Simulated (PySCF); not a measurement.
## Pb(59+) (lead, charge +59) across methods

[Ar] 3d5, high-spin 6S determinant. Computed with PySCF 2.14 in an uncontracted even-tempered set (17 s from 16 bohr⁻², ratio 2.5; 13 p from 20 bohr⁻², ratio 2.5; 7 d from 20 bohr⁻², ratio 2.5; 4 f from 78 bohr⁻², ratio 2.7; 3 g from 120 bohr⁻², ratio 2.7), with the spin-free X2C one-electron Hamiltonian (Gaussian nucleus).

| method | E (hartree) | mean ε 3p α (eV) | mean ε 3p β (eV) | mean ε 3d α (eV) | Σ⟨r²⟩ (bohr²) | ⟨S²⟩ |
| --- | --- | --- | --- | --- | --- | --- |
| revPBE | -17529.17 | -6749.7 | -6717.5 | -6158.4 | 0.4239 | 8.750 |
| M06-2X | -17529.92 | -6800.2 | -6752.8 | -6202.7 | 0.4237 | 8.750 |
| r2SCAN | -17528.55 | -6765.3 | -6723.6 | -6166.5 | 0.4238 | 8.750 |
| LDA | -17515.20 | -6746.8 | -6715.1 | -6157.1 | 0.4242 | 8.750 |
| PBE | -17528.35 | -6749.5 | -6717.4 | -6158.3 | 0.4240 | 8.750 |
| PBE0 | -17528.10 | -6777.3 | -6734.7 | -6180.0 | 0.4239 | 8.750 |
| UHF | -17526.17231 | -6858.7 | -6783.9 | -6243.3 | 0.4238 | 8.750 |

Spin-orbit coupling, which splits the p, d and f shells strongly at this Z, is absent. Spin-orbit coupling is strong in this species (close to jj coupling), so the high-spin LS determinant is a model state, not a physical level.
